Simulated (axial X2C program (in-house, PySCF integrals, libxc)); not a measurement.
## Outer orbitals of NaSb⁻ at 2.988 Å, r2SCAN0

Computed with an in-house all-electron X2C program for linear molecules (integrals from PySCF). Spin-free means the one-electron spin-free X2C Hamiltonian; two-component (2c) means X2C with spin–orbit coupling and atomic mean-field two-electron Coulomb and Gaunt terms, so the difference of the two also holds small scalar two-electron terms. Basis: Sb dyall-acv3z [12s13p9d5f1g], Na dyall-av3z [10s9p5d2f] (cores contracted in-house); Gaussian nuclei, density fitting, unrestricted open shells. Masses: Sb 120.904 u, Na 22.990 u.

The distance is close to the 2c PBE0 minimum; the highest filled and lowest empty levels are listed.

Spin-free orbitals, state M_S = 3/2, Λ = 0 (beyond evenly filled blocks: σα, π+α, π-α) (Löwdin shares):

```json
{"symmetry": "δ-α", "occupied": "yes", "ε (eV)": "-31.87", "atomic character": "100% Sb d"}
{"symmetry": "δ+α", "occupied": "yes", "ε (eV)": "-31.87", "atomic character": "100% Sb d"}
{"symmetry": "δ+β", "occupied": "yes", "ε (eV)": "-31.63", "atomic character": "100% Sb d"}
{"symmetry": "δ-β", "occupied": "yes", "ε (eV)": "-31.63", "atomic character": "100% Sb d"}
{"symmetry": "π+α", "occupied": "yes", "ε (eV)": "-31.63", "atomic character": "100% Sb d"}
{"symmetry": "π-α", "occupied": "yes", "ε (eV)": "-31.63", "atomic character": "100% Sb d"}
{"symmetry": "σα", "occupied": "yes", "ε (eV)": "-31.56", "atomic character": "100% Sb d"}
{"symmetry": "π+β", "occupied": "yes", "ε (eV)": "-31.49", "atomic character": "100% Sb d"}
{"symmetry": "π-β", "occupied": "yes", "ε (eV)": "-31.49", "atomic character": "100% Sb d"}
{"symmetry": "σβ", "occupied": "yes", "ε (eV)": "-31.45", "atomic character": "100% Sb d"}
{"symmetry": "π-α", "occupied": "yes", "ε (eV)": "-28.69", "atomic character": "100% Na p"}
{"symmetry": "π+α", "occupied": "yes", "ε (eV)": "-28.69", "atomic character": "100% Na p"}
{"symmetry": "π-β", "occupied": "yes", "ε (eV)": "-28.67", "atomic character": "100% Na p"}
{"symmetry": "π+β", "occupied": "yes", "ε (eV)": "-28.67", "atomic character": "100% Na p"}
{"symmetry": "σα", "occupied": "yes", "ε (eV)": "-28.64", "atomic character": "100% Na p"}
{"symmetry": "σβ", "occupied": "yes", "ε (eV)": "-28.61", "atomic character": "100% Na p"}
{"symmetry": "σα", "occupied": "yes", "ε (eV)": "-10.50", "atomic character": "84% Sb s, 7% Na p, 6% Na d"}
{"symmetry": "σβ", "occupied": "yes", "ε (eV)": "-8.32", "atomic character": "84% Sb s, 7% Na p, 6% Na d"}
{"symmetry": "π+α", "occupied": "yes", "ε (eV)": "-2.22", "atomic character": "91% Sb p, 5% Na d, 4% Na p"}
{"symmetry": "π-α", "occupied": "yes", "ε (eV)": "-2.22", "atomic character": "91% Sb p, 5% Na d, 4% Na p"}
{"symmetry": "σα", "occupied": "yes", "ε (eV)": "-1.76", "atomic character": "82% Sb p, 12% Na s, 4% Na p"}
{"symmetry": "σβ", "occupied": "yes", "ε (eV)": "-1.15", "atomic character": "79% Sb p, 14% Na s, 4% Na p"}
{"symmetry": "σα", "occupied": "yes", "ε (eV)": "0.37", "atomic character": "59% Na s, 28% Na p, 7% Sb p"}
{"symmetry": "π+β", "occupied": "no", "ε (eV)": "1.06", "atomic character": "99% Na p"}
{"symmetry": "π-β", "occupied": "no", "ε (eV)": "1.06", "atomic character": "99% Na p"}
{"symmetry": "π-α", "occupied": "no", "ε (eV)": "1.25", "atomic character": "100% Na p"}
{"symmetry": "π+α", "occupied": "no", "ε (eV)": "1.25", "atomic character": "100% Na p"}
```

The highest filled level is positive, so this functional does not bind it, and the empty levels of an anion are set by the basis.

Spinors with spin–orbit coupling (state Ω = 3/2):

```csv
ω,occupied,ε (eV),atomic character,λ mixture
5/2,yes,-30.98,100% Sb d,100% δ
3/2,yes,-30.79,100% Sb d,"79% π, 21% δ"
-5/2,yes,-30.78,100% Sb d,100% δ
-3/2,yes,-30.74,100% Sb d,"86% π, 14% δ"
1/2,yes,-30.71,100% Sb d,"58% σ, 42% π"
-1/2,yes,-30.71,100% Sb d,"65% σ, 35% π"
-1/2,yes,-28.74,100% Na p,"82% π, 18% σ"
1/2,yes,-28.72,100% Na p,"75% π, 25% σ"
3/2,yes,-28.59,100% Na p,100% π
-3/2,yes,-28.57,100% Na p,100% π
1/2,yes,-28.56,100% Na p,"75% σ, 25% π"
-1/2,yes,-28.54,100% Na p,"82% σ, 18% π"
1/2,yes,-10.00,"84% Sb s, 7% Na p, 6% Na d",100% σ
-1/2,yes,-8.18,"83% Sb s, 7% Na p, 6% Na d",100% σ
-1/2,yes,-2.00,"91% Sb p, 5% Na d, 4% Na p","96% π, 4% σ"
3/2,yes,-1.58,"90% Sb p, 6% Na d, 4% Na p",100% π
1/2,yes,-1.50,"81% Sb p, 13% Na s, 3% Na p","94% σ, 6% π"
-1/2,yes,-0.97,"79% Sb p, 14% Na s, 4% Na p","96% σ, 4% π"
1/2,yes,0.32,"51% Na s, 25% Na p, 19% Sb p","84% σ, 16% π"
-1/2,no,0.76,"68% Na p, 31% Na s",100% σ
-3/2,no,0.99,100% Na p,100% π
1/2,no,0.99,99% Na p,100% π
1/2,no,1.23,"70% Na p, 23% Na s, 6% Sb p","95% σ, 5% π"
```

The highest filled level is positive, so this functional does not bind it, and the empty levels of an anion are set by the basis.

(1) How does the gap between the highest filled and lowest empty level change from the spin-free to the 2c table?

Mulliken charges and populations of the two-component result (they depend on the basis, above all on diffuse functions):

Sb -0.82 e (s 9.99 p 21.82 d 20.01), Na -0.18 e (s 4.88 p 6.29 d 0.02). ⟨Lz⟩ = 0.22 ħ and ⟨Sz⟩ = 1.28 ħ (0.88 and 0.40 on the two atoms), which add up to Ω.

The state is a single determinant with fixed occupations, the lowest that a limited PBE0 search found. Density functionals use the spin component along the axis (collinear). PBE0 can misorder states that lie within some tenths of an eV, so this need not be the ground state of the molecule. The nearest other spin-free determinant of the search, M_S = 1/2, Λ = 0, lies 0.04 eV up at the distance of the search. With several unpaired electrons one determinant need not be a pure state. The highest occupied level of some functionals is positive through self-interaction error; at Hartree–Fock it is bound. This is the top spin component of a Σ state; components of lower Ω are not single determinants and can lie lower.

Answers

(1) From 0.69 to 0.44 eV at r2SCAN0, a change of -0.25 eV.
